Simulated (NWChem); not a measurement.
## Correlation energy of CH₃BO

SMILES: B.[C-]#[O+]
```xyz
6

B      1.2813     0.3800     0.0000
H      1.7441    -0.0986     1.0226
H      1.7441    -0.0986    -1.0226
H      1.2403     1.5995     0.0000
O     -1.2605    -0.3738     0.0000
C     -0.1752    -0.0520     0.0000
```
Charge 0, spin multiplicity 1.

All runs are NWChem calculations. All single points use one geometry, from PBE0/def2-SVP, a minimum by its harmonic frequencies.

Basis set: cc-pVDZ. Each correlation energy counts from its own Hartree-Fock reference.

The correlated methods keep 3 core orbitals frozen. The structure started from a generated list of species. Coupled-cluster values serve here as a point of comparison, not as the truth.

```
method        correlation energy (mHa)
------------  ------------------------
RI-MP2                          -407.8
MP2                             -407.7
SCS-MP2                            [?]
CR-CCSD[T]                         [?]
CR-CCSD(T)                         [?]
CCSD                            -431.1
CCSD+T(CCSD)                       [?]
CCSD(T)                         -446.8
```

Problem. Fill in the missing entries.

Solution. 
- SCS-MP2, correlation energy (mHa): -402.3
- CR-CCSD[T], correlation energy (mHa): -444.6
- CR-CCSD(T), correlation energy (mHa): -443.2
- CCSD+T(CCSD), correlation energy (mHa): -448.6
